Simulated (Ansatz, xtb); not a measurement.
**Relative energy of two isomers of C5H12FN**

Structure X: `CC(C)(CN)CF`, a singlet. Structure Y: `CC[C@H](CN)CF`, a singlet. Both are isolated molecules in the gas phase, relaxed with PBE0-D3(BJ)/def2-SVP, each in the lowest conformer that the search found.

**Question.** Estimate E(Y) − E(X) at the level CCSD(T)/def2-SVP + ΔMP2/def2-TZVPP.

**Answer.** Calculated at CCSD(T)/def2-SVP + ΔMP2/def2-TZVPP: E(Y) − E(X) = +0.151 eV, so structure X lies lower.

Level by level:

```tsv
level	geometry	E(Y) − E(X) (eV)	departure from the last row (eV)	job, with rough time for the two
GFN2-xTB	GFN2-xTB	+0.083	−0.069	optimisation, 0.13 s
HF/STO-3G	GFN2-xTB	+0.007	−0.144	single point, 0.34 s
r2SCAN-D4/def2-SVP	GFN2-xTB	+0.142	−0.010	single point, 3.5 s
PBE0-D3(BJ)/def2-SVP	PBE0-D3(BJ)/def2-SVP	+0.099	−0.052	optimisation, 32 s
HF/def2-SVP	PBE0-D3(BJ)/def2-SVP	+0.043	−0.109	part of the CCSD(T) run
MP2/def2-SVP	PBE0-D3(BJ)/def2-SVP	+0.177	+0.026	part of the CCSD(T) run
CCSD(T)/def2-SVP	PBE0-D3(BJ)/def2-SVP	+0.155	+0.004	single point
CCSD(T)/def2-SVP + ΔMP2/def2-TZVPP	PBE0-D3(BJ)/def2-SVP	+0.151		single point, 99 s
```

As drawn, both hold the same kinds of bond in the same numbers. Structure X has 2 methyl groups, Y 1.

HF/STO-3G finds them nearly level. The largest departure from CCSD(T)/def2-SVP + ΔMP2/def2-TZVPP is that of HF/STO-3G, 0.144 eV. The last row adds to CCSD(T) the change of the MP2 difference between the two basis sets, here −0.004 eV.

With thermal terms from frequencies at re-optimised GFN2-xTB minima (ideal gas, soft modes damped towards free rotors, one conformer each, 298.15 K, 1 atm): on the last row, ΔE + ΔZPE = +0.167, ΔH = +0.166, ΔG = +0.146 eV.

The correlated steps freeze 7 core orbitals. Mirror images aren't counted in ΔG. Codes used: Ansatz 0.2.0, xtb 6.7.1; the last row on 4 threads of Arm Neoverse V2 on a shared host.
